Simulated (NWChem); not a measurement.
System: C2H5NOSi; SMILES [Si@H]1(C=NC1)O

Input file for NWChem:

```
start job
memory heap 200 mb stack 900 mb global 1100 mb
geometry units angstroms noautosym nocenter noautoz
  O      0.000215    -2.054341     0.450307
  Si     0.022806    -0.574981    -0.348998
  C      1.105802     0.927388     0.067494
  N      0.116257     1.770400     0.104245
  C     -1.115177     0.927412     0.035883
  H     -0.005812    -2.004891     1.422323
  H      0.079909    -0.970320    -1.797232
  H      2.153775     1.279523     0.144735
  H     -1.840610     1.300372    -0.717949
  H     -1.630130     0.933125     1.019626
end
basis spherical
  * library 6-31g*
end
dft
  xc m05-2x
  iterations 150
end
cosmo
  do_cosmo_smd true
  solvent water
end
task dft energy
```

The geometry was optimised at PBE-D3(BJ)/def2-SVP. Solvent: water.

Level: M05-2X/6-31G* with SMD (1 M gas to 1 M solution), gas-phase geometry. Reactions with the solvent are ignored.

Problem. What results follow from this input? (M05-2X/6-31G* (spherical d), SMD on the gas-phase geometry.) Quantities: solvation free energy (kcal/mol); cavity-dispersion-structure term (kcal/mol); dipole in solution (D).

Solution. 
```json
{
 "solvation free energy (kcal/mol)": "-7.0",
 "cavity-dispersion-structure term (kcal/mol)": "2.9",
 "dipole in solution (D)": "2.10"
}
```
